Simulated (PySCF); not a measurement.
# MH for M along group 14

HF with triple-zeta basis sets in PySCF, for the lowest determinant that a PBE0 search found; no spin–orbit coupling. De refers to high-spin ground-configuration atoms. A positive dipole means M(−)H(+).

```
 M         basis  reference  state (unpaired electrons)  Re (Å)  ωe (cm⁻¹)  De (eV)  μ (D)
 C    def2-TZVPP        UHF               doublet (π ↑)   1.105       3035     2.46   1.64
Ge    def2-TZVPP        UHF               doublet (π ↑)   1.590       1989     1.99   0.01
Sn  x2c-TZVPPall        UHF               doublet (π ↑)   1.770       1792     1.74  -0.41
Pb    def2-TZVPP        UHF               doublet (π ↑)   1.839       1664     1.49  -1.02
```

(1) The row for M = Si is missing. Estimate Re, ωe and De as the mean of the rows for C and Ge, and compare with the calculation.

The rows differ in basis set, which adds steps of its own.

Spin–orbit coupling is left out, which matters for elements this heavy, above all for dissociation energies. Hartree–Fock leaves out correlation, which carries a large part of most bond energies and some tenths to 1 eV of ionisation energies. States were picked by a PBE0 search and need not be the measured ground states.

## Answers

(1) The means are 1.348 Å, 2512 cm⁻¹ and 2.23 eV. UHF in def2-TZVPP gives SiH as a doublet (π ↑) with Re = 1.515 Å, ωe = 2125 cm⁻¹, De = 2.27 eV, so the estimate is off by -16.7 pm, +18 % and -0.05 eV.
